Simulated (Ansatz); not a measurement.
Calculated with Ansatz (gas phase, PBE0-D4/def2-TZVP geometries, no zero-point term in ΔE). CBS: MP2 limit from def2 TZ/QZ plus the TZ coupled-cluster correction, frozen cores. This one scheme is used for every species. Functionals use def2-TZVPP. For Ga outer-core shells are correlated without core-valence functions, which leaves a few kJ/mol of doubt a bond. Scalar relativity is left out up to krypton. One conformer a species, not always the lowest.

Consider the formal exchange of groups at a Ga–O bond: `[NH2][Ga]([OH])[OH]` + CH₃NH₂ → `N[CH2][Ga]([NH2])[OH]` + H₂O.

`[NH2][Ga]([OH])[OH]`:

Cartesian coordinates in Å:
```
N 0.288 -0.826 1.262
Ga -0.156 0.109 -0.222
O -1.872 0.326 -0.630
O 1.015 0.777 -1.392
H -0.415 -1.016 1.957
H 1.203 -0.757 1.674
H -1.997 0.778 -1.467
H 1.935 0.610 -1.181
```

CH₃NH₂:

Z-matrix (Å, degrees):
```
C
N 1 1.453
H 1 1.092 2 109.4
H 1 1.100 2 115.4 3 -121.6
H 1 1.092 2 109.4 3 116.8
H 2 1.012 1 110.6 3 62.6
H 2 1.012 1 110.6 3 -179.3
```

`N[CH2][Ga]([NH2])[OH]`:

Cartesian coordinates in Å:
```
N 1.701 1.423 -0.625
C 0.292 1.339 -0.250
Ga -0.372 -0.483 0.160
N -2.025 -1.060 0.653
O 0.901 -1.747 0.006
H 2.283 1.040 0.110
H 1.884 0.843 -1.435
H 0.115 1.987 0.613
H -0.315 1.770 -1.052
H -2.259 -2.019 0.845
H -2.816 -0.453 0.778
H 0.612 -2.640 0.197
```

H₂O:

Z-matrix (Å, degrees):
```
O
H 1 0.960
H 1 0.960 2 105.1
```

```
             level  ΔE (kJ/mol)  difference from CCSD(T)/CBS
         r2SCAN-D4         77.0                          3.5
           PBE0-D4         71.1                         -2.4
           ωB97M-V         75.7                          2.2
            r2SCAN         78.3                          4.8
             BHLYP         88.7                         15.2
           LC-ωPBE         80.5                          7.0
RPA@PBE/def2-TZVPP         79.0                          5.5
CCSD(T)/def2-TZVPP         79.8                          6.3
     HF/def2-QZVPP        104.2                         30.7
    CCSD/CBS(def2)         76.2                          2.7
       CCSD(T)/CBS         73.5                            0
```

Largest T1 diagnostic among the species: 0.013.

At CCSD(T), def2-SVP lies +18.4 kJ/mol from the extrapolated value and def2-TZVPP +6.3 kJ/mol. The D4 term adds −6.7 kJ/mol with B3LYP and −3.8 kJ/mol with PBE0; it sums over pairs of atoms, weighted by their polarisabilities, and B3LYP, whose exchange is more repulsive, gets the larger term. From BLYP to BHLYP (50 % exact exchange), in def2-TZVPP and without D4, ΔE moves by +10.2 kJ/mol.

B3LYP here is the variant with VWN-RPA as its local correlation; programs differ in this.
